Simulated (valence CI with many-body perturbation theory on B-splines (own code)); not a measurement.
Er LXI: magnetic and hyperfine properties of the levels

Computed by relativistic CI+MBPT: six valence electrons over a frozen Dirac-Fock core [He], radial functions for each j: 9 s, 9 p, 8 d, 6 f, 3 g, 1 h, with the one-electron correlation potential Σ1 (screened to all orders), the two-electron term Σ2, the three-electron term Σ3, Breit, model QED; selected single and double excitations, second order for the rest, scaled by the run's own slope (own B-spline code, finite nucleus).

No measured spectrum was set against this ion. As an estimate, large intervals hold to a few tenths of a per cent, small ones and those within an open d or f shell to about a per cent. Among the levels kept, up to 2100 cm⁻¹ of a level comes from second order outside the variational space, and about a tenth of that is noise between levels of different J, which matters for small intervals.

A/g_I is the dipole constant over the nuclear g factor μ/I (μ in nuclear magnetons, uniformly magnetised nucleus), B/Q the quadrupole constant per barn. Both hold the static response of the core; the bare values leave it out. Large factors of s and p1/2 electrons are usually good to 5 to 10 %; those of open d and f shells near neutrality can be off by tens of per cent, and small factors of p3/2, d and f electrons come from cancelling terms and can be off by a factor of two or in sign, in half-filled shells by more. B is blank for J = 1/2, where it vanishes, and for nearly pure S terms. Energies count from the lowest level. Levels with J = 0 are left out.

Levels are named by their leading jj configuration (3d3/2^4 stands for four electrons in 3d with j = 3/2), which in mixed levels can hold well under half, so a name can repeat and another be missing. Letters in brackets count levels of one name in rising energy.

| Level | E (Ry) | g | A/g_I (MHz) | A/g_I bare | B/Q (MHz/b) | B/Q bare |
| --- | --- | --- | --- | --- | --- | --- |
| (2s^2 2p1/2^2 2p3/2^2) J=2 | 0.00 | 1.313 | 616000 | 631000 | 76700 | 76800 |
| (2s^2 2p1/2 2p3/2^3) J=1 | 69.72 | 1.474 | -482000 | -458000 | -607000 | -608000 |
| (2s^2 2p1/2 2p3/2^3) J=2 | 71.08 | 1.126 | 1730000 | 1740000 | -1290000 | -1300000 |
| (2s 2p1/2^2 2p3/2^3) J=2 | 96.07 | 1.469 | 4320000 | 4290000 | -1210000 | -1210000 |
| (2s 2p1/2^2 2p3/2^3) J=1 | 101.54 | 1.167 | -3080000 | -3010000 | -481000 | -481000 |
| (2s 2p1/2 2p3/2^4) J=1 | 169.23 | 1.267 | 1.02e+07 | 1.01e+07 | -120000 | -121000 |
| (2s^2 2p1/2^2 2p3/2 3s) J=2 | 533.79 | 1.492 | 1560000 | 1560000 | 1190000 | 1190000 |
| (2s^2 2p1/2^2 2p3/2 3s) J=1 | 534.39 | 1.152 | -320000 | -292000 | 605000 | 606000 |
| (2s^2 2p1/2^2 2p3/2 3p1/2) J=1 | 541.64 | 1.479 | 408000 | 428000 | 590000 | 591000 |
| (2s^2 2p1/2^2 2p3/2 3p1/2) J=2 | 541.76 | 1.162 | 826000 | 836000 | 1170000 | 1170000 |
| (2s^2 2p1/2^2 2p3/2 3p3/2) J=3 | 561.55 | 1.324 | 396000 | 406000 | 1530000 | 1530000 |
| (2s^2 2p1/2^2 2p3/2 3p3/2) J=1 | 561.58 | 1.340 | 393000 | 403000 | -606000 | -607000 |
| (2s^2 2p1/2^2 2p3/2 3p3/2) J=2 | 563.47 | 1.314 | 399000 | 409000 | 34700 | 34800 |
| (2s^2 2p1/2^2 2p3/2 3d3/2) J=2 | 569.59 | 1.030 | 356000 | 364000 | -3880 | -3860 |
| (2s^2 2p1/2^2 2p3/2 3d3/2) J=3 | 570.14 | 1.079 | 354000 | 361000 | 1200000 | 1200000 |
| (2s^2 2p1/2^2 2p3/2 3d3/2) J=1 | 570.37 | 1.085 | 353000 | 360000 | -495000 | -496000 |
| (2s^2 2p1/2^2 2p3/2 3d5/2) J=4 | 574.82 | 1.240 | 253000 | 258000 | 1230000 | 1240000 |
| (2s^2 2p1/2^2 2p3/2 3d5/2) J=2 | 575.59 | 1.228 | 84600 | 86000 | -824000 | -825000 |
| (2s^2 2p1/2^2 2p3/2 3d5/2) J=3 | 576.68 | 1.202 | 211000 | 216000 | -201000 | -201000 |
| (2s^2 2p1/2^2 2p3/2 3d5/2) J=1 | 577.48 | 1.064 | -395000 | -406000 | 134000 | 134000 |
| (2s^2 2p1/2 2p3/2^2 3s) J=2 [a] | 602.29 | 1.580 | 827000 | 834000 | 105000 | 105000 |
| (2s^2 2p1/2 2p3/2^2 3s) J=1 [a] | 603.10 | 1.301 | -1420000 | -1380000 | 28800 | 28800 |
| (2s^2 2p1/2 2p3/2^2 3s) J=3 | 604.06 | 1.304 | 2000000 | 2000000 | -4930 | -4950 |
| (2s^2 2p1/2 2p3/2^2 3s) J=2 [b] | 604.63 | 1.026 | 1120000 | 1140000 | -26500 | -26500 |
| (2s^2 2p1/2 2p3/2^2 3s) J=1 [b] | 607.69 | 1.305 | 4740000 | 4700000 | -13800 | -13900 |
| (2s^2 2p1/2 2p3/2^2 3p1/2) J=1 [a] | 609.97 | 1.639 | -691000 | -662000 | 41500 | 41500 |
| (2s^2 2p1/2 2p3/2^2 3p1/2) J=2 [a] | 610.56 | 1.201 | 770000 | 781000 | 14000 | 14000 |
| (2s^2 2p1/2 2p3/2^2 3p1/2) J=3 | 611.79 | 1.085 | 1520000 | 1520000 | -16900 | -17000 |
| (2s^2 2p1/2 2p3/2^2 3p1/2) J=2 [b] | 614.29 | 1.303 | 936000 | 949000 | 58600 | 58700 |
| (2s^2 2p1/2 2p3/2^2 3p1/2) J=1 [b] | 615.05 | 0.639 | 3280000 | 3260000 | -3330 | -3330 |
| (2s 2p1/2^2 2p3/2^2 3s) J=3 | 624.56 | 1.530 | 3520000 | 3500000 | 216000 | 216000 |
| (2s 2p1/2^2 2p3/2^2 3s) J=2 [a] | 626.58 | 1.381 | 3550000 | 3540000 | 84300 | 84400 |

Take the isotope of mass number 167, with I = 7/2, μ = -0.5623 μN and Q = 3.57 b. What is the hyperfine structure of (2s^2 2p1/2 2p3/2^3) J=1?

From the table A = 77400 MHz, B = -2170000 MHz. Shifts from the centre of gravity in MHz: F = 5/2: -1510000, F = 7/2: 1470000, F = 9/2: -272000.
